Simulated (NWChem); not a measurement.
System: bromine (Br$_{2}$); SMILES BrBr

Excerpt of the output:

```
             Northwest Computational Chemistry Package (NWChem) 7.3.0
             --------------------------------------------------------

                             Geometry "geometry" -> ""
                             -------------------------

 Output coordinates in angstroms (scale by  1.889725989 to convert to a.u.)

  No.       Tag          Charge          X              Y              Z
 ---- ---------------- ---------- -------------- -------------- --------------
    1 Br                  35.0000     0.00000000     0.00000000     1.14918400
    2 Br                  35.0000     0.00000000     0.00000000    -1.14918400

 Effective nuclear repulsion energy (a.u.)     282.0445333492

                                 NWChem DFT Module
                                 -----------------

 Summary of "ao basis" -> "ao basis" (spherical)
 ------------------------------------------------------------------------------
       Tag                 Description            Shells   Functions and Types
 ---------------- ------------------------------  ------  ---------------------
 Br                         pcseg-2                 15       43   6s5p3d1f

 in cosmo_initialize ...
 calling solv_data for solv:h2o

 solvent parameters
 solvname_short: h2o
 solvname_long:  water
 dielec:       78.4000
 dielecinf:     1.7769
 aqueous SMD model solvent descriptors
 dielec:       78.4000
 sola:          0.8200

          ---------------
          -cosmo- solvent
          ---------------
 Cosmo: York-Karplus, doi: 10.1021/jp992097l
 dielectric constant -eps-     =  78.40
 screen = (eps-1)/(eps    )    =   0.98724
 surface charge correction     = lagrangian

   van der Waals surface
 --------------------------

 ---------- ATOMIC COORDINATES (A.U.) ------------ VDWR(ANG.) --
     1    0.00000000    0.00000000    2.17164287     3.060
     2    0.00000000    0.00000000   -2.17164287     3.060
 number of segments per atom =        128
 number of   points per atom =        128
 atom (   nspa,  nppa )
 ----------------------
    1 (     92,     0 )       0
    2 (     92,     0 )       0
 number of -cosmo- surface points =      184
 molecular surface =    169.146 angstrom**2
 molecular volume  =    180.330 angstrom**3
 -lineq- algorithm             =   0
 -bem- low  level              =   3
 -bem- from -octahedral-
 gaussian surface charge width =   4.50000
 degree of switching           =   1.00000
 switching function tolerance  =   0.00010
 atomic radii =
 --------------
    1 35.000  3.060
    2 35.000  3.060
 ...... end of -cosmo- initialization ......

 nat:                     2
 ixmem:                   309
 calling mnsol_interface()
 G(SMD-CDS) energy (kcal/mol)  =    -0.838
 SMD-CDS SASA (angstrom**2)    =    96.110

            General Information
            -------------------
          SCF calculation type: DFT
          Wavefunction type:  closed shell.
          No. of atoms     :     2
          No. of electrons :    70
           Alpha electrons :    35
            Beta electrons :    35
          Charge           :     0
          Spin multiplicity:     1
          Use of symmetry is: off; symmetry adaption is: off
          Maximum number of iterations: 150
          AO basis - number of functions:    86
                     number of shells:    30
          Convergence on energy requested:  1.00D-06
          Convergence on density requested:  1.00D-05
          Convergence on gradient requested:  5.00D-04

              XC Information
              --------------
                         PBE0 Method XC Functional
                     Hartree-Fock (Exact) Exchange  0.250
          PerdewBurkeErnzerhof Exchange Functional  0.750
            Perdew 1991 LDA Correlation Functional  1.000 local
           PerdewBurkeErnz. Correlation Functional  1.000 non-local

             Grid Information
             ----------------
          Grid used for XC integration:  medium
          Radial quadrature: Mura-Knowles
          Angular quadrature: Lebedev.
          Tag              B.-S. Rad. Rad. Pts. Rad. Cut. Ang. Pts.
          ---              ---------- --------- --------- ---------
          Br                  1.15      112           9.0       590
          Grid pruning is: on
          Number of quadrature shells:   224
          Spatial weights used:  Erf1

[...]

                                COSMO-SMD solvation results
                                ---------------------------

             internal energy in gas <Psi(g)|H|Psi(g)> =     -5147.791941876807
         internal energy in solvent <Psi(s)|H|Psi(s)> =     -5147.791930230013
                               delta internal energy  =         0.000011646794 (    0.01 kcal/mol)
   total free energy in solvent <Psi(s)|H+V/2|Psi(s)> =     -5147.792381873150
 polarization energy contribution <Psi(s)|V/2|Psi(s)> =        -0.000451643136 (   -0.28 kcal/mol)
    total free energy in solvent including G(SMD-CDS) =     -5147.793717432804
                       G(SMD-CDS) energy contribution =        -0.001335559653 (   -0.84 kcal/mol)
     1 M fixed-concentration free energy of solvation =        -0.001775555997 (   -1.11 kcal/mol)

                       DFT Final Molecular Orbital Analysis
                       ------------------------------------

 Vector   33  Occ=2.000000D+00  E=-3.818493D-01
              MO Center=  3.0D-08, -3.2D-08,  3.3D-08, r^2= 2.5D+00
   Bfn.  Coefficient  Atom+Function         Bfn.  Coefficient  Atom+Function
  ----- ------------  ---------------      ----- ------------  ---------------
    17     -0.297696  1 Br py                60     -0.297696  2 Br py
    16      0.276966  1 Br px                59      0.276966  2 Br px
    11      0.184203  1 Br py                54      0.184203  2 Br py
    10     -0.171377  1 Br px                53     -0.171377  2 Br px
    14     -0.147132  1 Br py                57     -0.147132  2 Br py

 Vector   34  Occ=2.000000D+00  E=-3.001569D-01
              MO Center=  2.0D-08, -2.2D-08, -3.6D-08, r^2= 3.0D+00
   Bfn.  Coefficient  Atom+Function         Bfn.  Coefficient  Atom+Function
  ----- ------------  ---------------      ----- ------------  ---------------
    17     -0.324921  1 Br py                60      0.324921  2 Br py
    16      0.297019  1 Br px                59     -0.297019  2 Br px
    11      0.201588  1 Br py                54     -0.201588  2 Br py
    10     -0.184277  1 Br px                53      0.184277  2 Br px
    20     -0.175683  1 Br py                63      0.175683  2 Br py

 Vector   35  Occ=2.000000D+00  E=-3.001569D-01
              MO Center= -2.1D-09, -1.6D-09, -4.0D-08, r^2= 3.0D+00
   Bfn.  Coefficient  Atom+Function         Bfn.  Coefficient  Atom+Function
  ----- ------------  ---------------      ----- ------------  ---------------
    16      0.324921  1 Br px                59     -0.324921  2 Br px
    17      0.297019  1 Br py                60     -0.297019  2 Br py
    10     -0.201588  1 Br px                53      0.201588  2 Br px
    11     -0.184277  1 Br py                54      0.184277  2 Br py
    19      0.175683  1 Br px                62     -0.175683  2 Br px

 Vector   36  Occ=0.000000D+00  E=-1.333965D-01
              MO Center= -8.1D-09,  3.1D-09, -2.0D-08, r^2= 3.6D+00
   Bfn.  Coefficient  Atom+Function         Bfn.  Coefficient  Atom+Function
  ----- ------------  ---------------      ----- ------------  ---------------
    18      0.458728  1 Br pz                61      0.458728  2 Br pz
    21      0.387045  1 Br pz                64      0.387045  2 Br pz
     6     -0.276549  1 Br s                 49      0.276549  2 Br s
    12     -0.272169  1 Br pz                55     -0.272169  2 Br pz
    15      0.230462  1 Br pz                58      0.230462  2 Br pz

 Vector   37  Occ=0.000000D+00  E= 1.798398D-01
              MO Center=  1.2D-09, -3.9D-09, -6.0D-07, r^2= 5.7D+00
   Bfn.  Coefficient  Atom+Function         Bfn.  Coefficient  Atom+Function
  ----- ------------  ---------------      ----- ------------  ---------------
    21      0.815565  1 Br pz                64     -0.815565  2 Br pz
    18     -0.536826  1 Br pz                61      0.536826  2 Br pz
    34      0.260603  1 Br d  0              77      0.260603  2 Br d  0
     6      0.136235  1 Br s                 49      0.136234  2 Br s
    24     -0.088976  1 Br d  0              67     -0.088976  2 Br d  0

 Vector   38  Occ=0.000000D+00  E= 1.825859D-01
              MO Center= -2.0D-08,  2.2D-08,  6.3D-07, r^2= 8.9D+00
   Bfn.  Coefficient  Atom+Function         Bfn.  Coefficient  Atom+Function
  ----- ------------  ---------------      ----- ------------  ---------------
    21      1.399821  1 Br pz                64      1.399821  2 Br pz
     6     -0.791371  1 Br s                 49      0.791372  2 Br s
    18     -0.524073  1 Br pz                61     -0.524073  2 Br pz
    34     -0.283745  1 Br d  0              77      0.283745  2 Br d  0
    12      0.158739  1 Br pz                55      0.158739  2 Br pz

     Multipole analysis of the density
     ---------------------------------

     L   x y z        total         alpha         beta         nuclear
     -   - - -        -----         -----         ----         -------
     0   0 0 0     -0.000000    -35.000000    -35.000000     70.000000

     1   1 0 0     -0.000000     -0.000000     -0.000000      0.000000
     1   0 1 0      0.000000      0.000000      0.000000      0.000000
     1   0 0 1     -0.000000     -0.000000     -0.000000      0.000000

     2   2 0 0    -27.601486    -13.800743    -13.800743      0.000000
     2   1 1 0      0.000000      0.000000      0.000000      0.000000
     2   1 0 1      0.000000      0.000000      0.000000      0.000000
     2   0 2 0    -27.601486    -13.800743    -13.800743      0.000000
     2   0 1 1     -0.000000     -0.000000     -0.000000      0.000000
     2   0 0 2    -23.636034   -176.879163   -176.879163    330.122293
```

Level: PBE0/pcseg-2, SMD on the gas-phase geometry. Structure relaxed at the PBE0/def2-SVP level. Solvent: water.

Question: Write an input that gives this output.

Answer: This is not unique; one that fits is the input that was run:
```
start job
memory heap 200 mb stack 900 mb global 1100 mb
geometry units angstroms noautosym nocenter noautoz
  Br     0.000000     0.000000     1.149184
  Br     0.000000     0.000000    -1.149184
end
basis spherical
  Br library pcseg-2
end
dft
  xc pbe0
  iterations 150
end
cosmo
  do_cosmo_smd true
  solvent water
end
task dft energy
```
